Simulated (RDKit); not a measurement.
A run for RDKit: UFF on FH5N2Sn (SMILES [NH2][SnH]([NH2])[F]), a point of a torsion scan.

```python
from rdkit import Chem
from rdkit.Chem import AllChem, rdDetermineBonds

blocks = [
'''9

N    -1.65489350   -0.48406930    0.49903792
Sn    0.09324576    0.33867713   -0.01757914
N     0.55043898    0.04111019   -1.97067261
F    -0.31702553    2.23402604   -0.02593252
H    -1.79623566   -1.40872732    0.11181636
H    -2.43230477    0.08759902    0.18900639
H     1.21071255    0.18836583    1.23258944
H     1.27400790   -0.64661311   -2.14164345
H     0.85976503    0.90409674   -2.40298762
''',
]
mol = None
for b in blocks:
    f = Chem.MolFromXYZBlock(b)
    rdDetermineBonds.DetermineBonds(f, charge=0)
    mol = f if mol is None else Chem.CombineMols(mol, f)
Chem.SanitizeMol(mol)
print(Chem.MolToSmiles(Chem.RemoveHs(mol)))
ff = AllChem.UFFGetMoleculeForceField(mol, vdwThresh=100.0, ignoreInterfragInteractions=False)
e = ff.CalcEnergy()
print(f'UFF energy {e:.6f} kcal/mol')
```

Output:

```
[NH2][SnH]([NH2])[F]
UFF energy 10.252995 kcal/mol
```

The run finished.

Cost: around 0.010 core-seconds (rough).
